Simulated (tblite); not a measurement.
C₄H₁₅NOSi₃.
Atom-mapped SMILES: `[CH2:1]=[C:2]([CH3:3])[SiH2:4][N:5]([SiH3:6])[SiH2:7][O:8][CH3:9]` (hydrogens: H10, H11 on C1; H12, H13, H14 on C3; H15, H16 on Si4; H17, H18, H19 on Si6; H20, H21 on Si7; H22, H23, H24 on C9)

Structure optimised with GFN2-xTB, isolated species.

(1) Give the optimised bond lengths and angles.

## Answers

(1) 
```csv
bond,length (Å),order
C1=C2,1.324,double
C2–C3,1.498,single
C2–Si4,1.888,single
Si4–N5,1.750,single
N5–Si6,1.736,single
N5–Si7,1.725,single
Si7–O8,1.617,single
O8–C9,1.392,single
C1–H10,1.077,single
C1–H11,1.081,single
"C3–H12, C3–H13, C3–H14",1.089,single
"Si4–H15, Si4–H16",1.468,single
Si6–H17,1.469,single
"Si6–H18, Si6–H19",1.461,single
"Si7–H20, Si7–H21",1.467,single
"C9–H22, C9–H23, C9–H24",1.092,single
```

Bonds in one row agree within 0.01 Å and their mean is given. Orders are formal, as drawn. A selection of angles:
```csv
angle,degrees
C1–C2–C3,121.0
C1–C2–Si4,122.2
C3–C2–Si4,116.8
C2–Si4–N5,109.3
Si4–N5–Si6,126.5
Si4–N5–Si7,117.5
Si6–N5–Si7,116.0
N5–Si7–O8,101.7
Si7–O8–C9,126.0
```

Torsions: C1–C2–Si4–N5 112° (anticlinal); C2–Si4–N5–Si6 -10° (synperiplanar); Si4–N5–Si7–O8 7° (synperiplanar); N5–Si7–O8–C9 180° (antiperiplanar). The mirror-image conformer, all signs reversed, is as good.

Si6 (SiH3 silicon) is tetrahedral (angles from 108.3° to 111.5°). Of the pairs four or more bonds apart, Si6···H12 is among the closest relative to their van der Waals radii: 3.02 Å, 92 % of the sum of Bondi's values. Si4 (SiH2 silicon) is tetrahedral (angles from 107.1° to 112.0°). The 3 N–Si bonds span 1.725 Å (N5–Si7, drawn single) to 1.750 Å (Si4–N5, drawn single), a spread of 0.025 Å. The 2 C–C bonds span 1.324 Å (C1=C2, drawn double) to 1.498 Å (C2–C3, drawn single), a spread of 0.174 Å. N5 (nitrogen bridging silicon atoms) is planar (angles 126.5°, 117.5° and 116.0°, sum 360.0°, 0.01 Å off the plane of its three neighbours). Si7 (oxygen-bound silicon) is distorted tetrahedral (angles from 101.7° to 111.7°).

Point group: C1 (no symmetry element, even within 0.4 Å). Its GFN2-xTB frequencies are all real (lowest 30 cm⁻¹). The numbers are those of one conformer. 3 starts were optimised and ended at 0.00, 1.95 and 2.29 kcal/mol (GFN2-xTB); the lowest of these is shown.

Hardware: one thread of an Intel Xeon Platinum 8259CL at 2.50 GHz, no GPU, on a shared host. Cost: 6.8 s wall. That covers the optimisation of the geometry.

All values are computed, not measured.
